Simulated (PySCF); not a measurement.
C2H9NOSi2, SMILES C(=N/[SiH3])/CO[SiH3]. Heavy atoms are numbered as in [SiH3:1]/[N:2]=[CH:3]\[CH2:4][O:5][SiH3:6]. Hydrogens are named by the atom that carries them.

Geometry optimised at r2SCAN-D4/def2-SVP. The structure was generated by enumeration; whether it is a known compound was not checked. The values are those of a single conformer.

Level of theory: KT2/pcSseg-1 (PySCF).

GIAO shieldings, no solvent; atoms alike by connectivity are averaged. δ = σ(ref) − σ: ²⁹Si against TMS (σ = 361.9 ppm); ¹⁵N against NH3 (σ = 266.2 ppm); ¹³C against TMS (σ = 185.1 ppm); ¹⁷O against H2O (σ = 330.4 ppm); ¹H against TMS (σ = 31.47 ppm), references at their B3LYP-D3(BJ)/def2-TZVP geometries, non-relativistic.

```csv
atoms,nucleus,count,δ (ppm)
Si6 (SiH3),²⁹Si,1,(withheld)
Si1 (SiH3),²⁹Si,1,-69.8
N2,¹⁵N,1,(withheld)
C3 (CH),¹³C,1,(withheld)
C4 (CH2),¹³C,1,75.2
O5,¹⁷O,1,14.1
H on C3,¹H,1,9.01
H on Si1,¹H,3,(withheld)
H on Si6,¹H,3,(withheld)
H on C4,¹H,2,4.50
```

Problem. Some entries are withheld; supply them. (An estimate is asked for; the answer gives what the named calculation found.)

Solution. 
- N2, δ (ppm): 346.7
- Si6 (SiH3), δ (ppm): -26.1
- H on Si6, δ (ppm): 5.28
- C3 (CH), δ (ppm): 180.6
- H on Si1, δ (ppm): 5.35
